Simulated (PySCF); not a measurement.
## Computed vibrations of [Eu(H2O)4]3+

[Eu(H2O)4]3+ (singlet in the valence; each metal's 4f electrons, 6 of them, lie in its core potential, out of spins and levels). PySCF 2.14.0, RKS PBE0, Eu lcecp-1-SVP with ECP52, O def2-SVP, H def2-SVP; non-relativistic Hamiltonian with scalar-relativistic core potentials where named; density fitting; no spin-orbit coupling. Central differences of gradients.

```xyz
13

Eu    0.0000    0.0000    0.0000
O     1.3356    1.3442    1.3442
H     1.7048    1.1448    2.2339
H     1.7048    2.2339    1.1448
O    -1.3356   -1.3442    1.3442
H    -1.7048   -1.1448    2.2339
H    -1.7048   -2.2339    1.1448
O     1.3356   -1.3442   -1.3442
H     1.7048   -2.2339   -1.1448
H     1.7048   -1.1448   -2.2339
O    -1.3356    1.3442   -1.3442
H    -1.7048    2.2339   -1.1448
H    -1.7048    1.1448   -2.2339
```

Run from Python with OMP_NUM_THREADS=2. Where DIIS fails, smearing, a level shift and second-order steps follow.
It took 75 s on 2 threads of Arm Neoverse V2, with other jobs on the host.

Task: What are the harmonic wavenumbers and infrared intensities?

Result: Modes are labelled in D2d; negative numbers are unstable modes, those under 60 cm⁻¹ near the noise; a finer grid moves soft modes by up to 10 cm⁻¹.
| cm⁻¹ | km/mol | symmetry |
| --- | --- | --- |
| -141 | – | a2 |
| -55 | – | e |
| -55 | – | e |
| -26 | – | b1 |
| 44 | 6.7 | b2 |
| 54 | 0.0 | a1 |
| 74 | 0.0 | b1 |
| 85 | 5.6 | e |
| 85 | 5.6 | e |
| 379 | 0.0 | a1 |
| 380 | 13.9 | e |
| 380 | 13.9 | e |
| 385 | 10.7 | b2 |
| 584 | 0.0 | a2 |
| 606 | 7.8 | e |
| 606 | 7.8 | e |
| 616 | 0.0 | b1 |
| 641 | 429.2 | e |
| 641 | 429.2 | e |
| 648 | 0.0 | a1 |
| 658 | 922.5 | b2 |
| 1674 | 196.7 | b2 |
| 1674 | 172.0 | e |
| 1674 | 172.0 | e |
| 1680 | 0.0 | a1 |
| 3627 | 596.5 | e |
| 3627 | 596.5 | e |
| 3627 | 681.0 | b2 |
| 3646 | 0.0 | a1 |
| 3666 | 0.0 | a2 |
| 3669 | 0.0 | b1 |
| 3669 | 793.5 | e |
| 3669 | 793.5 | e |

Task: Is this a minimum?

Result: No: 4 unstable; the lowest moves the atoms so:
```
Eu   0.00  0.00  0.00
O    0.00  0.01 -0.01
H    0.29 -0.13 -0.16
H   -0.29  0.16  0.13
O    0.00  0.01  0.01
H    0.29 -0.13  0.16
H   -0.29  0.16 -0.13
O    0.00 -0.01  0.01
H   -0.29 -0.16 -0.13
H    0.29  0.13  0.16
O    0.00 -0.01 -0.01
H   -0.29 -0.16  0.13
H    0.29  0.13 -0.16
```

An lcecp potential fixes the number of 4f electrons, so in runs with it no electron can move into or out of that shell.
